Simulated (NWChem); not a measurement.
ZnHSeBr; SMILES [SeH][Zn][Br]

```xyz
4

Zn     0.0367     0.0922     0.0002
Br    -0.1470    -2.1416    -0.0007
Se     0.2371     2.3668     0.0011
H     -1.2300     2.5068    -0.0082
```
Atoms are numbered in this order, from 1.

Results from NWChem. Pople sets run with spherical d functions. Coordinates come from a PBE0/def2-SVP optimisation. Vzz is the largest principal value of the second derivative of the potential at the nucleus (NWChem prints the opposite sign); η is the asymmetry. Non-relativistic.

**Question.** Order these runs by computing time, cheapest first, and give rough ratios: CAM-B3LYP/def2-TZVP; Hartree-Fock/cc-pVTZ; Hartree-Fock/def2-TZVP.

**Answer.** Hartree-Fock/def2-TZVP (1), CAM-B3LYP/def2-TZVP (3), Hartree-Fock/cc-pVTZ (40). Ratios are rough, from one shared machine; the cheapest took roughly 40 core-seconds. What differs between the cheapest and the dearest: Vzz Zn1 (a.u.) -2.323 → -2.418; η Zn1 0.15 → 0.14; Vzz Br2 (a.u.) 2.762 → 2.664.
